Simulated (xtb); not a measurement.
HO₄Re, singlet, geometry from GFN2-xTB (such geometries of metal compounds can be far from the true shape), atoms displaced at random by about 0.05 Å a coordinate; GFN1-xTB run with xtb.

Input for xtb:
```
$ xtb mol.xyz --gfn 1 --opt sloppy --json

# file mol.xyz
6

Re    -0.04757547    -0.01244261    -0.01879550
O      0.96720753     0.80132191    -1.03652408
O      1.05010235    -0.89900377     1.03295431
O     -0.58057567    -1.24479599    -0.96266399
O     -1.31247363     0.94082732     0.70015411
H     -1.87920065     1.57956721     1.20965399
```

Q: What does xtb print? Leave out banner, timings and long lists.

A: 
```
   ID    Z sym.   atoms
    1   75 Re     1
    2    8 O      2-5
    3    1 H      6

           -------------------------------------------------
          |                Calculation Setup                |
           -------------------------------------------------

           -------------------------------------------------
          |                 G F N 1 - x T B                 |
           -------------------------------------------------

          ...................................................
          :                      SETUP                      :
          :.................................................:
          :  # basis functions                  28          :
          :  # atomic orbitals                  27          :
          :  # shells                           13          :
          :  # electrons                        32          :
          :  # halogen bonds                     0          :
          :  max. iterations                   250          :
          :  Hamiltonian                  GFN1-xTB          :
          :  restarted?                      false          :
          :  GBSA solvation                  false          :
          :  PC potential                    false          :
          :  electronic temp.          300.0000000     K    :
          :  accuracy                    1.0000000          :
          :  -> integral cutoff          0.2500000E+02      :
          :  -> integral neglect         0.1000000E-07      :
          :  -> SCF convergence          0.1000000E-05 Eh   :
          :  -> wf. convergence          0.2000000E-04 e    :
          :  Broyden damping             0.4000000          :
          :  net charge                          0          :
          :  unpaired electrons                  0          :
          ...................................................

 iter      E             dE          RMSdq      gap      omega  full diag
   1    -21.2587578 -0.212588E+02  0.101E+01    3.19       0.0  T
   2    -20.1490402  0.110972E+01  0.140E+01    5.98       1.0  T
   3    -21.6093231 -0.146028E+01  0.407E+00    3.53       1.0  T
   4    -21.5057751  0.103548E+00  0.353E+00    3.73       1.0  T
   5    -21.6309917 -0.125217E+00  0.738E-01    3.84       1.0  T
   6    -21.6353562 -0.436455E-02  0.362E-01    3.79       1.0  T
   7    -21.6365611 -0.120489E-02  0.498E-02    3.79       1.0  T
   8    -21.6365872 -0.260522E-04  0.240E-02    3.80       1.7  T
[...]
         :: total energy             -21.533108238499 Eh    ::
 * total energy  :   -21.5331082 Eh     change       -0.6101786E-10 Eh
 * total energy  :   -21.5457999 Eh     change       -0.1269165E-01 Eh
 * total energy  :   -21.5476890 Eh     change       -0.1889069E-02 Eh
 * total energy  :   -21.5479775 Eh     change       -0.2885115E-03 Eh
 * total energy  :   -21.5480139 Eh     change       -0.3640031E-04 Eh
   *** GEOMETRY OPTIMIZATION CONVERGED AFTER 5 ITERATIONS ***
         :: total energy             -21.548013873790 Eh    ::
[...]
        23                         -0.0014086              -0.0383
        24                         -0.0008150              -0.0222
        25                          0.0256862               0.6990
        26                          0.3330627               9.0631
        27                          0.5721887              15.5700
      -------------------------------------------------------------
                  HL-Gap            0.1566915 Eh            4.2638 eV
             Fermi-level           -0.4970333 Eh          -13.5250 eV

  Mulliken/CM5 charges         n(s)   n(p)   n(d)
     1Re    1.32239  2.12895   0.601  0.989  4.087
     2O    -0.40865 -0.61924   1.709  4.700  0.000
     3O    -0.40878 -0.61949   1.709  4.700  0.000
     4O    -0.40842 -0.61870   1.707  4.701  0.000
     5O    -0.53414 -0.88218   1.684  4.850  0.000
     6H     0.43760  0.61066   0.562  0.000  0.000

Wiberg/Mayer (AO) data.
largest (>0.10) Wiberg bond orders for each atom

 ---------------------------------------------------------------------------
     #   Z sym  total        # sym  WBO       # sym  WBO       # sym  WBO
 ---------------------------------------------------------------------------
     1  75 Re   7.147 --     3 O    1.979     2 O    1.979     4 O    1.973
                             5 O    1.187
     2   8 O    2.467 --     1 Re   1.979     4 O    0.191     3 O    0.189
                             5 O    0.101
     3   8 O    2.466 --     1 Re   1.979     4 O    0.191     2 O    0.189
     4   8 O    2.470 --     1 Re   1.973     3 O    0.191     2 O    0.191
                             5 O    0.111
     5   8 O    2.258 --     1 Re   1.187     6 H    0.760     4 O    0.111
                             2 O    0.101
     6   1 H    0.806 --     5 O    0.760
 ---------------------------------------------------------------------------

Topologies differ in total number of bonds
Writing topology from bond orders to xtbtopo.mol

 dipole moment from electron density (au)
     X       Y       Z
  -1.8441   1.6077   1.2836  total (Debye):    7.022

optimized geometry written to: xtbopt.xyz

           -------------------------------------------------
          | TOTAL ENERGY              -21.548013873790 Eh   |
          | GRADIENT NORM               0.001892259417 Eh/α |
          | HOMO-LUMO GAP               4.263791706914 eV   |
           -------------------------------------------------

normal termination of xtb
```
